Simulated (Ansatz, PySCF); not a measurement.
Donor–acceptor adduct: BH3 (SMILES B) (first 4 atoms) with C2H3N (SMILES CC#N); geometry from B3LYP-D3(BJ)/def2-TZVP.
(charge 0, multiplicity 1):
```xyz
10

B     -0.369     0.187     0.069
H      0.492    -0.274    -0.642
H     -1.466    -0.262    -0.166
H     -0.351     1.393     0.112
C      0.556    -1.077     3.903
C      0.233    -0.635     2.562
N     -0.023    -0.287     1.504
H      1.442    -1.713     3.881
H      0.754    -0.215     4.541
H     -0.278    -1.643     4.319
```

Interaction energies are E(AB) − E(A) − E(B) at the monomers' geometry in the complex; basis-set methods are counterpoise corrected.

Rows in 6-31G* carry no dispersion term and start afresh at each structure (6-31G* with six Cartesian d functions).

Codes used: Ansatz (a first-principles code) with Gaussian orbitals; PySCF for 6-31G* rows, the dispersion terms. Each number belongs to the level named beside it.

### Question
One of these levels gives -41.87 kcal/mol for the interaction energy. Which?
A) HF/6-31G*
B) B3LYP-D4/def2-TZVPPD
C) revPBE-D4/def2-TZVPPD

### Answer
C, revPBE-D4/def2-TZVPPD. The others give -22.80 (HF/6-31G*), -38.16 (B3LYP-D4/def2-TZVPPD)
